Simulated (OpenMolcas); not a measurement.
Levels of B by method

```
Program             : OpenMolcas
Basis               : ANO-RCC-VTZP [4s3p2d1f]
Scalar Hamiltonian  : DKH2, point nucleus
Active space        : 3 electrons in 4 orbitals (2s 2p)
State averaging     : 2S+1 = 4 odd, 1 root (0 in the spin-orbit step); 2S+1 = 2 odd, 3 roots kept (CI in the orbitals of an earlier block); 2S+1 = 4 even, 3 roots; 2S+1 = 2 even, 5 roots kept (CI in the orbitals of an earlier block)
Spin-orbit coupling : state interaction with AMFI integrals over the reference wave functions, term energies averaged over their components
```

Methods on the same reference wave functions:
A. CASSCF
B. SS-CASPT2, IPEA 0.25 Eh, imaginary shift 0.1 Eh (closed shells correlated: 1s)

Energies in eV above 2s² 2p ²P°_1/2, the measured ground level; measured values from NIST Handbook of Basic Atomic Spectroscopic Data.

```
         Level       A       B  Measured
2s² 2p ²P°_1/2  0.0000  0.0000    0.0000
2s² 2p ²P°_3/2  0.0018  0.0018    0.0019
 2s 2p² ⁴P_1/2  2.9226   3.369    3.5794
 2s 2p² ⁴P_3/2  2.9232   3.370    3.5800
 2s 2p² ⁴P_5/2  2.9243   3.371    3.5808
 2s 2p² ²D_3/2  6.8205   6.139    5.9335
 2s 2p² ²D_5/2  6.8205   6.139    5.9335
```

Deviations, from unrounded energies. A percentage is the sum of absolute deviations over the sum of measured energies, with the sign that they share, or ± where signs differ.

```json
{"Against measurement": "mean absolute deviation (cm-1)", "Levels": "6", "A": "5000", "B": "1400"}
{"Against measurement": "fine structure of the ground term (%)", "Levels": "1", "A": "-2.8", "B": "-2.8"}
{"Against measurement": "other configurations (%)", "Levels": "5", "A": "±16.6", "B": "±4.6"}
```

B lies closest to measurement on these levels. The largest miss of B in the table is 2s 2p² ⁴P_1/2, by -1700 cm-1. The ranking rests on the paired levels alone, and a cruder setting can come out closer through cancelling errors.

The lowest spin-free term lies below A's lowest term by 0.056 hartree in B.

Term energies are means over components that CASPT2 splits; among the terms shown or strongly mixed into the levels shown the widest spread is 15 cm-1 (2s 2p² ²D, B). Terms from blocks run as CI alone lack orbitals of their own. Without dynamic correlation excited terms often stand tens of per cent too high (terms of higher spin than the ground term too low), and those without a measured partner can miss by more than the paired ones (holds for A). Measured partners are found by configuration, term and J. A level has none where our copy of the source lacks it or the pairing is in doubt (some pairs that miss far off the trend of their configuration count as doubtful), and it then counts in no deviation. Only configurations of the active space appear.

° marks odd parity.
